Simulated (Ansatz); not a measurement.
Input file for Ansatz (a first-principles code): R-MP2/aug-cc-pV(T+d)Z on C2H7FOSi (SMILES C[Si@H](O)CF), atoms moved off the minimum. Files ending in .json are basis or fitting sets from the Basis Set Exchange.

Ansatz 0.2 input:
```yaml
crystal:
  periodic: [false, false, false]
  atoms:
    - {symbol: C, position_ang: [2.15030247, -0.43474496, -0.50801172]}
    - {symbol: Si, position_ang: [0.46444986, 0.18667737, -0.50729854]}
    - {symbol: O, position_ang: [0.22350490, 1.55806833, -0.10205710]}
    - {symbol: C, position_ang: [-0.76079480, -0.94223582, 0.67295859]}
    - {symbol: F, position_ang: [-1.95513519, -0.49000026, 0.84714499]}
    - {symbol: H, position_ang: [2.53848173, -0.24255218, 0.52254022]}
    - {symbol: H, position_ang: [2.30465110, -1.47261973, -0.77519854]}
    - {symbol: H, position_ang: [2.57923995, 0.38897012, -1.23987167]}
    - {symbol: H, position_ang: [-0.44334869, 0.03528362, -1.82093673]}
    - {symbol: H, position_ang: [-0.62841745, 2.05913323, 0.22522144]}
    - {symbol: H, position_ang: [-0.79304837, -2.04221929, 0.42333124]}
    - {symbol: H, position_ang: [-0.27173885, -0.78334837, 1.73815537]}
basis:
  gaussian:
    orbitals: aug-cc-pV_T+d_Z.json
magnetization: {spin_polarized: false}
correlation: {method: mp2, electrons: outside_noble_gas}
scf: {lower_state_search: off}
output: {forces: true}
```

The log:

```
WARN ansatz: RAYON_NUM_THREADS=8 ignored (pool sized by the plan → 8); use --threads N
Functional definition: HF
these checks for a lower state are left out or cut short: starts, cluster_reference, orbital_swaps, neighbouring_geometries, increment
integrals: 2.15 GiB planned
2300 factors; integrals over basis functions are off by at most 1.1e-3 eV
3.12 GiB of device memory are held for the factors and their scratch space
mean field: 2.51 GiB planned
mean field evaluation 1: about -14774.7956 eV, gradient 4.6e1 eV
mean field evaluation 2: about -14774.9485 eV, gradient 4.6e1 eV
mean field evaluation 4: about -14779.3432 eV, gradient 4.3e0 eV
mean field evaluation 8: about -14779.4076 eV, gradient 2.5e-1 eV
mean field -14779.40793574 eV, -543.1332237958 hartree, gradient 4.0e-6 eV, S^2 0.000000; 0 other end points of the search recorded, 0 dependent functions left out
9 core orbitals not correlated
reference -14779.40793574 eV, -543.1332237958 hartree; 16, 16 occupied and 375, 375 virtual orbitals, 2300 factors
densities: 0.31 GiB planned
second order -26.79681152 eV of doubles, -0.00000000 eV of singles
the calculation of the forces begins
mean field evaluation 16: about -14779.4079 eV, gradient 4.0e-6 eV
3.12 GiB of device memory are held for the factors and their scratch space
Total energy: -14806.20474725 eV, -544.1179884554 hartree
Atom 0 at     2.150302    -0.434745    -0.508012 Å, force     1.441833     2.396702    -0.182835 eV/Å
Atom 1 at     0.464450     0.186677    -0.507299 Å, force    -4.170633   -10.800283    -3.245562 eV/Å
Atom 2 at     0.223505     1.558068    -0.102057 Å, force    -3.453765    11.691911     4.329087 eV/Å
Atom 3 at    -0.760795    -0.942236     0.672959 Å, force     6.477494    -1.298085     1.254896 eV/Å
Atom 4 at    -1.955135    -0.490000     0.847145 Å, force    -4.797767     1.961731    -0.222324 eV/Å
Atom 5 at     2.538482    -0.242552     0.522540 Å, force     0.015746    -0.115493    -0.892125 eV/Å
Atom 6 at     2.304651    -1.472620    -0.775199 Å, force     0.070604     0.173601    -0.403398 eV/Å
Atom 7 at     2.579240     0.388970    -1.239872 Å, force     0.022380    -2.080808     1.315647 eV/Å
Atom 8 at    -0.443349     0.035284    -1.820937 Å, force     1.504694    -0.088161     0.635630 eV/Å
Atom 9 at    -0.628417     2.059133     0.225221 Å, force     2.978162    -1.871148    -1.197723 eV/Å
Atom 10 at    -0.793048    -2.042219     0.423331 Å, force     0.224554     0.988484     0.302047 eV/Å
Atom 11 at    -0.271739    -0.783348     1.738155 Å, force    -0.313303    -0.958452    -1.693340 eV/Å
Dipole moment:     0.359455     0.185762     0.089597 e Å
Checks for a lower state left out: starts, cluster_reference, orbital_swaps, neighbouring_geometries, increment
```

The run converged.
